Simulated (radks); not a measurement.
Species: the cerium ion Ce3+. Configuration: [Xe] 4f1. All-electron calculation, non-relativistic Kohn-Sham, TPSS, spin-polarised, spherical densities, point nucleus; open shells are filled with parallel spins first (spin-orbit coupling, left out, can overturn this in heavy ions); meta-GGA in the generalised Kohn-Sham scheme; relativity is left out, which matters for an element this heavy. Program: a radial shooting solver on a logarithmic mesh with Libxc functionals. Some entries of the table are withheld. Estimate them.

| orbital | occ. | eigenvalue (eV) | <r^2> (bohr^2) |
|---|---|---|---|
| 1s up | 1 | -38356.99 | 0.0009159 |
| 1s down | 1 | -38356.99 | 0.0009159 |
| 2s down | 1 | -5983.838 | 0.01474 |
| 2s up | 1 | -5983.837 | 0.01474 |
| 2p down | 3 | -5658.101 | 0.01102 |
| 2p up | 3 | -5658.100 | 0.01102 |
| 3s up | 1 | -1307.808 | 0.09798 |
| 3s down | 1 | -1307.532 | 0.09795 |
| 3p up | 3 | -1166.983 | 0.09279 |
| 3p down | 3 | -1166.716 | 0.09276 |
| 3d up | 5 | -905.8112 | 0.07608 |
| 3d down | 5 | -905.5941 | 0.07604 |
| 4s up | 1 | -282.7266 | 0.5020 |
| 4s down | 1 | -281.9468 | 0.5019 |
| 4p up | 3 | -230.1002 | 0.5372 |
| 4p down | 3 | -229.2917 | 0.5372 |
| 4d up | 5 | -138.0960 | 0.6359 |
| 4d down | 5 | -137.2419 | 0.6362 |
| 5s up | 1 | -60.4523 | 2.758 |
| 5s down | 1 | -60.0299 | 2.777 |
| 5p up | 3 | -45.8337 | 3.381 |
| 5p down | 3 | -45.4861 | 3.408 |
| 4f up | 1 | -32.0952 | (1) |
| 4f down | 0 | -31.2813 | (2) |
| 5d up | 0 | -24.2719 | 5.974 |
| 5d down | 0 | -24.0733 | 6.045 |
| 6s up | 0 | (3) | 13.72 |
| 6s down | 0 | (4) | 13.82 |

Answer. 
(1) 4f up <r^2> (bohr^2): 1.279
(2) 4f down <r^2> (bohr^2): 1.302
(3) 6s up eigenvalue (eV): -19.6507
(4) 6s down eigenvalue (eV): -19.5588
